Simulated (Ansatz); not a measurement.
One change: `C#CSCO` becomes `OC[S][GeH3]`.

Ansatz, PBE0-D4/def2-TZVP geometries, multiplicity 1. Each molecule was computed in one conformer, which needn't be the lowest.

Scalar relativity is left out up to krypton.

| property | `C#CSCO` |
| --- | --- |
| size of the dipole moment (PBE/def2-TZVPP) / D | 1.14 |
| HOMO energy (ωB97M-V/def2-TZVPP) / eV | -8.88 |
| HOMO energy (B3LYP/def2-TZVPP) / eV | -6.54 |
| HOMO energy (PBE/def2-TZVPP) / eV | -5.62 |
| HOMO energy (PBE0/def2-TZVPP) / eV | -6.76 |
| LUMO energy (B3LYP/def2-TZVPP) / eV | -0.55 |

Problem. Give the same properties after the change, and the shifts. (Best estimate.)

Solution. The calculation gave: 
| property | `OC[S][GeH3]` | shift |
| --- | --- | --- |
| size of the dipole moment (PBE/def2-TZVPP) / D | 1.83 | 0.69 |
| HOMO energy (ωB97M-V/def2-TZVPP) / eV | -9.33 | -0.45 |
| HOMO energy (B3LYP/def2-TZVPP) / eV | -6.90 | -0.36 |
| HOMO energy (PBE/def2-TZVPP) / eV | -5.90 | -0.28 |
| HOMO energy (PBE0/def2-TZVPP) / eV | -7.13 | -0.37 |
| LUMO energy (B3LYP/def2-TZVPP) / eV | -0.36 | 0.19 |

With PBE0 the HOMO falls by 0.37 eV and the LUMO rises by 0.20 eV, so the gap widens by about 0.57 eV. PBE moves the HOMO by -0.28 eV and ωB97M-V by -0.45 eV. Dipoles are sizes alone; their direction can turn.

B3LYP here is the variant with VWN-RPA as its local correlation; programs differ in this.
